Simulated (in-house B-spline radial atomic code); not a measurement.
The numbers below are computed, except where a source is named.
# Stopping and range of 2 keV W in Si

The pair potential comes from two frozen, spherical free-atom densities (PBE, B-spline radial code, scalar-relativistic past argon): electrostatics plus the change in Thomas-Fermi kinetic and Dirac exchange energy where they overlap, the recipe behind the universal ZBL potential, which averages such potentials (from solid-state densities) over many pairs. It is written V = (Z1 Z2 e²/r) φ(r/a), with e² = 14.3996 eV·Å and a = 0.46850 Å/(Z1^0.23 + Z2^0.23); ZBL's fit is φ = 0.18175 e^(−3.1998x) + 0.50986 e^(−0.94229x) + 0.28022 e^(−0.4029x) + 0.02817 e^(−0.20162x). Where φ falls below 4e-4 it is continued as an exponential.

The target is taken as amorphous, with density 2.329 g/cm³ (NSM archive of the Ioffe Institute); channelling is ignored. Masses: W 183.84, Si 28.09 u. Nuclear stopping is S_n = 4π a Z1 Z2 e² M1/(M1 + M2) × s_n(ε), with s_n integrated over impact parameters for each pair. Electronic stopping is Lindhard and Scharff's S_e = Z1^(1/6) 8π e² a0 Z1 Z2/(Z1^(2/3) + Z2^(2/3))^(3/2) × v/v0, with a0 = 0.529177 Å and v = v0 at 24.801 keV/u; it misses the oscillations with Z1 seen in experiment, which reach tens of per cent. Compounds add by atom fraction.

```csv
target atom,a (Å),ε at this energy,"s_n, this pair","s_n, ZBL potential"
Si,0.10351,0.001839,0.076,0.07641
```

Q: What are the atom density and the stopping powers at entry?

A: N = 2.329 × 0.602214/28.09 = 0.04993 atoms/Å³. For Si: S_n = 16830 × 0.076 = 1279 eV·Å², S_e = 1.6782 × √2000 = 75.05 eV·Å². Averaged over the target's atoms and times N × 10 Å/nm, the ion loses N S_n = 639 eV/nm to recoils and N S_e = 37.5 eV/nm to electrons; the nuclear share is 94 %.

Along the track:

| E (keV) | N S_n (eV/nm) | N S_e (eV/nm) |
| --- | --- | --- |
| 0.1 | 120 | 8.38 |
| 0.3 | 237 | 14.5 |
| 0.6 | 348 | 20.5 |
| 1 | 455 | 26.5 |
| 1.5 | 556 | 32.5 |
| 2 | 639 | 37.5 |

Q: Estimate the path length and the projected range.

A: With continuous slowing down the path is the integral of dE/(N (S_n + S_e)). Trapezoids over the table give 4.87 nm, and the stretch below the first row, with stopping taken as √E, adds 2E/(N S) = 1.6 nm: 6.43 nm in all, against 6.12 nm on a fine grid from 5 eV, a cut that itself drops some per cent of so short a path. Deflections shorten the depth: to first order in the energy passed on, N (S_n + S_e) dR_p/dE = 1 − N S_n (M2/M1) R_p/(2E), summed over the target's atoms, and integrating this on the fine grid gives R_p = 5.37 nm, 0.88 of the path. Lindhard's rule of thumb R/(1 + M2/3M1), with mean M2/M1 = 0.15, gives 5.82 nm. On the ZBL potential the same equation gives 5.49 nm, and the full integral equation, which keeps hard collisions, 5.5 nm.
